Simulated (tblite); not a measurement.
Compound: C₃H₅ClF₂O₂S.
Structure used (GFN2-xTB), in Å, numbered top down from 1:
```xyz
14
C3H5ClF2O2S angstrom
C     -1.3763    0.2878   -0.8020
C     -0.9578   -0.3626    0.5030
F     -1.7099   -1.5051    0.7006
C      0.5084   -0.7640    0.5095
F      0.9695   -0.9727    1.7640
S      1.4986    0.6579   -0.1237
O      1.0764    1.8505    0.5292
O      1.5355    0.6201   -1.5477
Cl     3.3459    0.2039    0.5373
H     -2.4585    0.3995   -0.8063
H     -0.9171    1.2659   -0.8974
H     -1.0844   -0.3280   -1.6492
H     -1.1546    0.2879    1.3646
H      0.7237   -1.6418   -0.1038
```

Computed with GFN2-xTB (tblite): harmonic, unscaled wavenumbers at the GFN2-xTB geometry, gas phase. This tight-binding method is rough: wavenumbers can miss measured ones by several per cent, in bad cases by 10 to 20. One conformer, not necessarily the lowest.

Harmonic wavenumbers (cm⁻¹): 39.2, 65.6, 115.5, 170.1, 180.5, 227.2, 260.5, 271.2, 307.3, 339.4, 379.7, 391.3, 484.1, 523.2, 530.4, 740.4, 895.5, 924.1, 1042.1, 1087.5, 1103.3, 1116.1, 1123.3, 1145.4, 1217.5, 1269.6, 1296.2, 1302.6, 1403.3, 1459.3, 1471.3, 2935.5, 2967.1, 3047.3, 3053.7, 3079.6.

A = 2064, B = 871.5, C = 714.1 MHz; mass 177.967 u (most abundant isotopes); point group C1, symmetry number 1.

Q: What is the zero-point energy?

A: ½Σν̃ = 18983 cm⁻¹ = 54.27 kcal/mol.

Q: Give the ideal-gas entropy at 298.15 K and 1 bar in the rigid-rotor, harmonic-oscillator model (classical rotation).

A: Translation 41.46, rotation 29.90, vibration 30.25: S = 101.6 cal/(mol K).

Q: And Cp and H(298.15 K) − H(0)?

A: Cp = 37.11 cal/(mol K), of which vibrations give 29.16 (their classical limit is 36 R = 71.5); H(298.15 K) − H(0) = 7.08 kcal/mol without the zero-point energy, 4.71 from vibrations.

Q: How do the functions run with temperature in this model?

A: 
```json
{"T (K)": "100", "S (cal/(mol K))": "71.5", "Cp (cal/(mol K))": "19.5", "H − H(0) (kcal/mol)": "1.32", "G − H(0) (kcal/mol)": "-5.84", "ln q(vib)": "1.83"}
{"T (K)": "200", "S (cal/(mol K))": "88.4", "Cp (cal/(mol K))": "29.6", "H − H(0) (kcal/mol)": "3.80", "G − H(0) (kcal/mol)": "-13.87", "ln q(vib)": "4.58"}
{"T (K)": "300", "S (cal/(mol K))": "101.8", "Cp (cal/(mol K))": "37.2", "H − H(0) (kcal/mol)": "7.15", "G − H(0) (kcal/mol)": "-23.40", "ln q(vib)": "7.31"}
{"T (K)": "500", "S (cal/(mol K))": "124.0", "Cp (cal/(mol K))": "49.6", "H − H(0) (kcal/mol)": "15.92", "G − H(0) (kcal/mol)": "-46.06", "ln q(vib)": "12.38"}
{"T (K)": "800", "S (cal/(mol K))": "149.9", "Cp (cal/(mol K))": "60.6", "H − H(0) (kcal/mol)": "32.62", "G − H(0) (kcal/mol)": "-87.32", "ln q(vib)": "19.06"}
{"T (K)": "1000", "S (cal/(mol K))": "163.9", "Cp (cal/(mol K))": "65.0", "H − H(0) (kcal/mol)": "45.20", "G − H(0) (kcal/mol)": "-118.74", "ln q(vib)": "23.00"}
```

q(vib) and H(0) count from the zero-point level.

Q: Blend soft modes into free rotors: weight 1/[1 + (100 cm⁻¹/ν̃)⁴] for the oscillator and the rest for a rotor with moment μB/(μ + B), μ = h/(8π²ν), B = 10⁻⁴⁴ kg m². What vibrational entropy results?

A: 27.77 cal/(mol K) in place of 30.25, which changes −T·S at 298.15 K by +0.74 kcal/mol.

Q: Which modes carry the vibrational entropy at 298.15 K?

A: 39.2 cm⁻¹: 5.30; 65.6 cm⁻¹: 4.28; 115.5 cm⁻¹: 3.17; 170.1 cm⁻¹: 2.43; 180.5 cm⁻¹: 2.32; 227.2 cm⁻¹: 1.90 cal/(mol K); the other 30 give 10.84 together.

Hindered rotation and anharmonicity are outside this model. Other conformers, if any are populated, would add a mixing term that is left out. The structure is chiral; the term R ln 2 for an equal mix with its mirror image is left out.
